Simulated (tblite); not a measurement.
Run record: tight-binding relaxation, `C/C=C/P(C)CCP`.

Computed with GFN2-xTB geometry optimisation, gas phase (tblite 0.8.0). Start geometry: from a force field or distance geometry. A driver script takes a list of jobs; this job's settings line and coordinates (Å) are shown.

Command:
```bash
OMP_NUM_THREADS=1 python probes_run.py task.json out
```

Input:
```
{"job": {"kind": "relax", "xc": "GFN2-xTB", "basis": "xTB"}, "charge": 0, "multiplicity": 1}
C     -2.776000    -1.700700    -0.594100
C     -2.117500    -0.480200    -0.048000
C     -0.774000    -0.404800    -0.221800
P      0.032300     1.095500     0.449100
C     -0.613400     2.664900    -0.268400
C      1.855000     1.005000     0.500500
C      2.412900    -0.268100    -0.051500
P      1.760100    -1.689800     0.959800
H     -3.153900    -1.506800    -1.634300
H     -3.721400    -1.798600     0.031500
H     -2.155200    -2.593800    -0.595400
H     -2.662800     0.295100     0.493600
H     -0.246600    -1.185500    -0.745900
H     -0.880000     3.423600     0.487400
H     -1.557600     2.433500    -0.813200
H      0.154400     3.065000    -0.978600
H      2.289700     1.202700     1.523000
H      2.242800     1.832700    -0.153600
H      3.528200    -0.205200    -0.015300
H      2.089400    -0.370900    -1.093700
H      1.516100    -2.794400     0.047600
H      2.766900    -1.999700     1.949700
```

Question: Estimate the output.

Answer: 
```
step      E/eV     max force
  0    -677.43913    3.775
  1    -678.00907    2.961
  2    -678.50758    1.704
  3    -678.75707    1.341
  4    -678.89630    0.770
  5    -678.98143    0.655
  6    -679.05504    0.620
  7    -679.10468    0.493
  8    -679.13847    0.375
  9    -679.15891    0.347
... (132 lines left out)
142    -679.76335    0.025
143    -679.76349    0.025
144    -679.76364    0.022
145    -679.76377    0.023
146    -679.76386    0.023
147    -679.76393    0.023
148    -679.76399    0.021
149    -679.76405    0.019
150    -679.76410    0.013
151    -679.76413    0.009
```

«max force» is the largest atomic force in eV/Å.

Question: From which step on does the largest force stay under 0.1 eV/Å, and how much energy is left to gain from there?

Answer: From step 98 (0.093 eV/Å), 16.7 meV above the end.

Main results: energy lowered by 53.6 kcal/mol over 151 steps; largest atomic force 0.009 eV/Å at the end.

Question: Give the final coordinates.

Answer: 0.996 Å rms from the input after alignment:
```
atom  x, y, z in Å
C1    -2.9605   -1.3935   -1.0823
C2    -2.1160   -0.5455   -0.1938
C3    -0.8200   -0.3229   -0.3672
P4     0.1465    0.6989    0.7815
C5    -0.5264    2.3693    0.3216
C6     1.7359    0.7790   -0.1703
C7     2.4339   -0.5707   -0.0324
P8     1.7582   -1.4021    1.4835
H9    -3.7762   -0.8052   -1.5024
H10   -3.4043   -2.2067   -0.5084
H11   -2.3732   -1.8152   -1.8948
H12   -2.6301   -0.0850    0.6411
H13   -0.2812   -0.8017   -1.1770
H14    0.0725    3.1372    0.8085
H15   -1.5497    2.4442    0.6841
H16   -0.5154    2.5202   -0.7566
H17    2.3408    1.5664    0.2903
H18    1.5603    1.0563   -1.2141
H19    3.5210   -0.4733    0.0236
H20    2.2032   -1.2197   -0.8830
H21    2.7879   -2.3537    1.5777
H22    2.3824   -0.5568    2.3988
```
Labels such as C1 count atoms from 1, the log's own numbers from 0.
